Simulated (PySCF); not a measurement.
From one molecule to another.

First species: C₆H₉NO₂.
Atom-mapped SMILES: `[H]/[N:1]=[CH:2]\[C@H:3]1[CH2:4][CH2:5][CH2:6][O:7][C:8]1=[O:9]` (hydrogens: H10 on N1; H11 on C2; H12 on C3; H13, H14 on C4; H15, H16 on C5; H17, H18 on C6)

Second species: C8H12N2.
SMILES: `Cc1cnn(C)c1C1CC1`

Levels: PBE0/pcSseg-1 for HOMO energy, LUMO energy and HOMO–LUMO gap. Geometries: GFN2-xTB. All species are isolated and taken at one optimised geometry, non-relativistic unless stated; the electronic structure was computed with PySCF and density fitting.

The conformers computed, where there is a choice (atom-mapped SMILES and torsion angles):
- `[CH3:1][c:2]1[cH:3][n:4][n:5]([CH3:6])[c:7]1[CH:8]1[CH2:9][CH2:10]1`: N5–C7–C8–C9 -72°

The conformers of `[H]/N=C\[C@H]1CCCOC1=O` aren't listed.

Values for the first species:

* HOMO energy: -7.16 eV
* LUMO energy: -0.38 eV
* HOMO–LUMO gap: 6.78 eV

(1) Estimate the same properties for the second species, and the change in each.

Answers

(1) 
```json
{"property": "HOMO energy", "first": "-7.16 eV", "second": "-6.43 eV", "second less first": "+0.73 eV"}
{"property": "LUMO energy", "first": "-0.38 eV", "second": "0.65 eV", "second less first": "+1.03 eV"}
{"property": "HOMO–LUMO gap", "first": "6.78 eV", "second": "7.08 eV", "second less first": "+0.30 eV"}
```

